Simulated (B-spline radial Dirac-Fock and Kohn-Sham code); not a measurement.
**Isotope-shift constants of the inner levels of Co**

System: atomic cobalt, [Ar] 3d7 4s2.

Input file task.json (cfg lists n, l and occupation; rrms is the nuclear radius in fm):

```json
{"items": [{
  "Z": 27,
  "q": 0,
  "cfg": [[1, 0, 2], [2, 0, 2], [2, 1, 6], [3, 0, 2], [3, 1, 6], [3, 2, 7], [4, 0, 2]],
  "A": 59,
  "rrms": 3.7875,
  "do": "isoshift",
  "isotopes": [[59, 58.933193524, 3.7875]]
}]}
```

Run with: `python xray2_run.py task.json out`

Calculated with a radial finite-basis atomic code, using first-order field-shift and mass-shift constants from Dirac-Fock ground and hole states with a Fermi nucleus; the mass shift has no relativistic recoil terms. A binding energy shifts by δE = F·δ⟨r²⟩ + (K_N + K_S)·δ(1/M); F is taken for a change of radius at fixed skin thickness and so holds the higher radial moments.

| level | F (meV/fm²) | K_N (meV u) | K_S (meV u) |
| --- | --- | --- | --- |
| K (1s) | -4.034 | -4243 | 1612 |
| L1 (2s) | -0.3801 | -517.7 | -158.1 |
| L2 (2p1/2) | 0.03743 | -444.1 | 434.6 |
| L3 (2p3/2) | 0.03875 | -436.0 | 414.6 |
| M1 (3s) | -0.05227 | -65.60 | -46.31 |
| M2 (3p1/2) | 0.007049 | -42.65 | 43.23 |
| M3 (3p3/2) | 0.007237 | -41.63 | 39.20 |
